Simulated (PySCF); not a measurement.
Working out the ionisation energy of Rh⁺

Rh⁺ [Kr] 4d8 (3F) → Rh²⁺ [Kr] 4d7 (4F). Calculation: PySCF 2.14, in def2-SVP with the def2 core potential (28 electrons) (5s3p2d1f, 31 functions); a scalar-relativistic core potential. Frozen: 4s2 4p6. Energies in hartree (1 hartree = 27.21139 eV):

| part | Rh⁺ (lower) | Rh²⁺ (upper) |
| --- | --- | --- |
| UHF | -109.485123 | -108.887377 |
| MP2 opposite-spin | -0.074150 | -0.046193 |
| MP2 same-spin | -0.048040 | -0.039431 |

What does Hartree-Fock give?

(-108.887377) − (-109.485123) = 0.597746 hartree = 16.265 eV.

What do MP2 and SCS-MP2 (6/5 opposite-spin, 1/3 same-spin) give?

The opposite-spin parts differ by 0.761 eV and the same-spin parts by 0.234 eV. MP2: 16.265 + (0.761) + (0.234) = 17.260 eV. SCS-MP2: 16.265 + 1.2 × (0.761) + (0.234)/3 = 17.256 eV.

Reference: 18.08 eV (semi-empirical (NIST evaluation); NIST Atomic Spectra Database, ionization energies), between the lowest levels; spin-orbit coupling is absent from the calculation.

A double-zeta basis recovers only part of the correlation energy.

What remains against the reference includes basis incompleteness, the frozen core and correlation beyond second order.
